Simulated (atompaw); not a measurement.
# Co: PAW (atompaw) pseudisation with PBE, scalar-relativistic reference atom.

- Element: cobalt (Co)
- Generator: atompaw 4.2.0.5
- Type: PAW
- Functional: PBE
- Relativity: scalar-relativistic
- Frozen core: [Ar]
- Valence charge: 9
- Reference configuration: 3d7 4s1.75 4p0.25
- Partial waves: 4s (bound): rc 3.00 bohr; 4s channel at 2.35 Ry: rc 1.75 bohr; 4p (bound): rc 3.00 bohr; 4p channel at 1.3 Ry: rc 3.00 bohr; 3d (bound): rc 1.35 bohr; 3d channel at 2.6 Ry: rc 1.35 bohr
- Local potential: troulliermartins scheme with l = 3 at 0 Ry, radius 2.65 bohr
- Core correction: smooth core density matched at 2.10 bohr
- Augmentation charge: besselshape compensation charge, radius 2.75 bohr; PAW radius 3.00 bohr; waves and projectors: custom polynom gramschmidtortho

All-electron outer shells of the reference configuration (PBE, scalar-relativistic, ld1.x):

```
shell  level (eV)  outermost node (bohr)  outermost maximum (bohr)
   3s     -102.91                   0.31                      0.66
   3p      -66.14                   0.28                      0.68
   3d       -8.69                      –                      0.66
   4s       -5.79                   0.96                      2.32
   4p       -1.52                   1.05                      3.21
```

**Question.** Does the generator finish with these settings?

**Answer.** Yes, a potential is produced.

**Question.** Estimate the cutoffs (Ry, on a coarse ladder) from which the occupation-weighted sum of valence levels, in a spherical-Bessel basis at the reference potential, stays within 10 and 1 mRy of its value at 400 Ry.

**Answer.** 80 Ry and 140 Ry.

**Question.** What does a ghost test show?

**Answer.** No extra level below or beside the all-electron valence levels (s, p, d, f tested).

**Question.** Is the overlap operator S = 1 + Σ q|β⟩⟨β| positive definite (Bessel basis up to 400 Ry)?

**Answer.** Yes: its lowest eigenvalue is 0.09 (s channel).

**Question.** Which valence shell sets the plane-wave cutoff?

**Answer.** 3d: its level needs 90 Ry to come within 1 mRy, against 6 Ry for 4s.
